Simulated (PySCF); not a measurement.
H8Ge3, SMILES [GeH3][GeH2][GeH3], PBE0/def2-SVP optimised geometry.

```
11

Ge    -1.16     1.47     0.00
Ge    -0.27    -0.79     0.00
Ge     2.16    -0.79     0.00
H     -2.70     1.45     0.00
H     -0.68     2.23     1.25
H     -0.68     2.23    -1.25
H     -0.78    -1.54    -1.25
H     -0.78    -1.54     1.25
H      2.68    -0.06     1.25
H      2.68    -0.06    -1.25
H      2.70    -2.23     0.00
```

Density from PBE0/def2-TZVP (PySCF 2.14.0) at that geometry.

Minimum of the electron density along straight lines between bonded atoms, close to the bond critical point (lines longer than 1.1 times the sum of covalent radii, or with two minima, are not listed):

```
bond     length / Å  ρ at the minimum / e bohr⁻³  ∇²ρ there / e bohr⁻⁵  position (fraction from the first atom)
-------  ----------  ---------------------------  --------------------  ---------------------------------------
Ge1–Ge2       2.427                        0.086                 -0.09                                     0.50
Ge2–Ge3       2.427                        0.086                 -0.09                                     0.50
Ge1–H4        1.540                        0.132                  0.06                                     0.59
Ge1–H5        1.540                        0.132                  0.06                                     0.59
Ge1–H6        1.540                        0.132                  0.06                                     0.59
Ge2–H7        1.543                        0.130                  0.06                                     0.59
Ge2–H8        1.543                        0.130                  0.06                                     0.59
Ge3–H9        1.540                        0.132                  0.06                                     0.59
Ge3–H10       1.540                        0.132                  0.06                                     0.59
Ge3–H11       1.540                        0.132                  0.06                                     0.59
```
